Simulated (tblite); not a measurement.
ClK, charge -1, doublet, at the geometry of the source list (GFN-xTB shapes and energies of metal compounds can be far from the true ones) (a state made from the parent by changing its charge; the spin is typed, not shown lowest); GFN1-xTB (tblite).

The tblite input:
```
$ tblite run mol.xyz --method gfn1 --charge -1 --spin 1 --grad --json tblite.json --no-restart

# file mol.xyz
2

K     -0.79280000    -0.70020000    -0.74460000
Cl     0.79280000     0.70020000     0.74460000
```

The log (banner, timings and long lists left out):

```
xTB calculator
 | screened Coulomb repulsion
 | Coulomb electrostatics
 |  * isotropic Klopman-Ohno-Mataga-Nishimoto electrostatics
 |  * onsite third-order electrostatics
 | DFT-D3(BJ) dispersion correction

halogen bonding energy    0.0000000000000E+00 Eh
repulsion energy          4.1473823163999E-03 Eh
dispersion energy        -2.6268231415489E-04 Eh
number of electrons       9.0000000000000E+00 e
integral cutoff           4.0000000000000E+01 bohr

------------------------------------------------------------
  cycle        total energy    energy error   density error
------------------------------------------------------------
      1     -4.789282364152  -4.7931671E+00   4.3387712E-01
      2     -4.790759630923  -1.4772668E-03   2.5288786E-01
      3     -4.791356200597  -5.9656967E-04   2.8999836E-02
      4     -4.791359490960  -3.2903631E-06   5.3223293E-03
      5     -4.791359640566  -1.4960601E-07   3.0320682E-04
      6     -4.791359641503  -9.3702734E-10   8.2116947E-05
      7     -4.791359641563  -5.9463545E-11   3.1175047E-08
------------------------------------------------------------

electronic energy        -4.7952443415650E+00 Eh
total energy             -4.7913596415627E+00 Eh

Post processing:
 | Mayer-Wiberg bond orders

[Info] Tight-binding results written to 'tblite.txt'
[Info] JSON dump of results written to 'tblite.json'
```
